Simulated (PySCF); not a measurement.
**Ti²⁺: excitation energy**

Ti²⁺ [Ar] 3d2 (3F) → Ti²⁺ [Ar] 3d1 4p1 (high-spin determinant), as a difference of total energies. Calculation: PySCF 2.14, in def2-QZVPPD (11s6p5d3f2g, 93 functions); the non-relativistic Hamiltonian (point nucleus). Correlated levels: valence and next inner shell: [Ne] frozen. The calculations carry no spin-orbit coupling.

```csv
method,excitation energy (eV)
UHF,9.405
MP2 (valence and next inner shell),9.570
SCS-MP2 (valence and next inner shell),9.557
CCSD (valence and next inner shell),9.536
CCSD(T) (valence and next inner shell),9.525
```

Question: How much does correlation contribute at CCSD(T) (valence and next inner shell)?

Answer: 9.525 − (9.405) = 0.120 eV, measured against UHF.

The determinant of the upper state mixes LS terms, which raises its energy above the lowest term, most at the Hartree-Fock and MP2 levels.
